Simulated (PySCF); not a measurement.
This script is equivalent to a calculation on C (carbon, neutral).

```python
from pyscf import gto, scf, dft, mp, cc
import basis_set_exchange as bse
mol = gto.M(atom="C 0 0 0", charge=0, spin=2, symmetry="D2h",
            basis=gto.basis.parse(bse.get_basis("aug-cc-pCVTZ-DK", elements=["C"], fmt="nwchem", header=False)),
            nucmod="G")
mf = scf.UHF(mol).sfx2c1e()
mf.irrep_nelec = {'Ag': (2, 2), 'B1u': (1, 0), 'B2u': (1, 0)}
mf.kernel()
```

Problem. What total energy does it give?

Solution. -37.70681 hartree (calculated).

Problem. Which occupied shell lies highest, and where?

Solution. 2p α, at -11.938 eV.

Problem. What is ⟨S²⟩, and what would a pure spin state give?

Solution. 2.010, against 2.00.
